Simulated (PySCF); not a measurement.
iodine monochloride (ClI), SMILES ClI. The structure is a stationary point at B3LYP-D3(BJ)/def2-TZVP. The def2 effective core potentials stand for the cores of I; spin–orbit coupling is left out.

Method: PySCF with B3LYP-D3(BJ)/def2-TZVP.

Harmonic wavenumbers (cm⁻¹): 375. Rotational constants (GHz): 3.317 (linear); symmetry number 1.

Question: Work out the zero-point energy and the ideal-gas rigid-rotor harmonic-oscillator thermochemistry at 298.15 K and 1 atm.

Answer: ZPE = ½ Σ hcν = ½ × 375 cm⁻¹ = 0.54 kcal/mol. H − E(el) = 2.82 kcal/mol. Entropy in cal/(mol K): translation 41.16, rotation 16.96, vibration 1.06, total 59.18. G − E(el) = -14.83 kcal/mol. Cp = 8.48 cal/(mol K).
